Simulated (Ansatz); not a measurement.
Consider the ligand exchange at the Si–C bond: `NC[SiH2]F` + `N[Si](O)(O)F` → `O[Si](O)(F)N[SiH2]F` + CH₃NH₂.

Gas-phase electronic energies from Ansatz, PBE0-D4/def2-TZVP geometries. CCSD(T)/CBS adds triple-zeta CCSD(T) − MP2 to the extrapolated MP2 energy (def2 sets, frozen cores). DFT in def2-TZVPP. B3LYP here is the variant with VWN-RPA as its local correlation; programs differ in this. Each species was taken in one conformer, which may not be the lowest.

`NC[SiH2]F`:

Cartesian coordinates in Å:
```
N -0.983 0.879 -0.637
C -0.145 -0.319 -0.643
Si 0.648 -0.364 1.050
F 1.792 -1.489 1.110
H -0.420 1.717 -0.700
H -1.631 0.890 -1.413
H -0.788 -1.199 -0.736
H 0.590 -0.379 -1.459
H 1.291 0.946 1.333
H -0.353 -0.682 2.095
```

`N[Si](O)(O)F`:

Cartesian coordinates in Å:
```
N 1.353 0.033 0.291
Si -0.289 -0.224 0.001
O -0.532 0.231 -1.544
O -1.197 0.542 1.116
F -0.784 -1.732 0.140
H 1.743 -0.049 1.214
H 2.035 -0.133 -0.430
H -1.284 -0.151 -1.998
H -1.045 1.483 1.211
```

`O[Si](O)(F)N[SiH2]F`:

```xyz
12

O     1.386   -0.370   -1.942
Si    0.987   -0.298   -0.373
O     2.277    0.329    0.398
F     0.677   -1.738    0.227
N    -0.468    0.567   -0.188
Si   -1.928    0.111    0.583
F    -1.840    0.324    2.168
H     2.311   -0.507   -2.154
H     2.250    0.383    1.354
H    -0.446    1.516   -0.536
H    -3.003    1.003    0.095
H    -2.203   -1.321    0.367
```

CH₃NH₂:

```xyz
7

C    -0.402    0.375   -0.143
N     0.413   -0.802    0.104
H     0.049    1.332    0.158
H    -1.353    0.275    0.385
H    -0.635    0.437   -1.208
H     0.631   -0.884    1.089
H     1.296   -0.734   -0.385
```

```csv
level,ΔE (kJ/mol),difference from CCSD(T)/CBS
PBE-D4,-77.2,7.8
PBE0-D4,-80.6,4.4
B3LYP-D4,-86.1,-1.1
ωB97X-V,-82.7,2.3
ωB97M-V,-83.0,2.0
PBE,-74.9,10.1
r2SCAN,-83.1,1.9
HF/def2-TZVPP,-93.3,-8.3
MP2/def2-TZVPP,-87.0,-2.0
SCS-MP2/def2-TZVPP,-88.2,-3.2
CCSD(T)/def2-TZVPP,-86.1,-1.1
HF/def2-QZVPP,-94.3,-9.3
MP2/def2-QZVPP,-86.7,-1.7
SCS-MP2/def2-QZVPP,-87.8,-2.8
MP2/CBS(def2),-85.9,-0.9
CCSD/CBS(def2),-85.5,-0.5
CCSD(T)/CBS,-85.0,0
```

Largest T1 diagnostic among the species: 0.011.

In def2-TZVPP, CCSD(T) changes the Hartree–Fock value by +7.3 kJ/mol (the triples alone add +0.5 kJ/mol) and MP2 by +6.3 kJ/mol. From PBE to PBE0 (25 % exact exchange), in def2-TZVPP and without D4, ΔE moves by −3.4 kJ/mol. The D4 term adds −3.5 kJ/mol with B3LYP and −2.2 kJ/mol with PBE0; it sums over pairs of atoms, weighted by their polarisabilities, and B3LYP, whose exchange is more repulsive, gets the larger term.
